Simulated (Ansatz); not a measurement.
Ansatz (an electronic-structure program) input:

Ansatz 0.2 input:
```yaml
crystal:
  periodic: [false, false, false]
  atoms:
    - {symbol: Mo, position_ang: [0.39238693, 0.20750457, 0.10886257]}
    - {symbol: O, position_ang: [1.84295581, -0.39283238, -0.48371961]}
    - {symbol: Cl, position_ang: [-1.83669987, -0.32779605, -0.04132183]}
basis:
  gaussian:
    orbitals: def2-TZVPD
hamiltonian:
  xc: {name: wB97X}
magnetization: {spin_polarized: true, initial_magnetization: 3}
```

Q: Which total energy does the run end on?

A: -603.67337 Eh (wB97X/def2-TZVPD). The basis has 126 functions.

The spin state was set by rule; other spins were not relaxed.
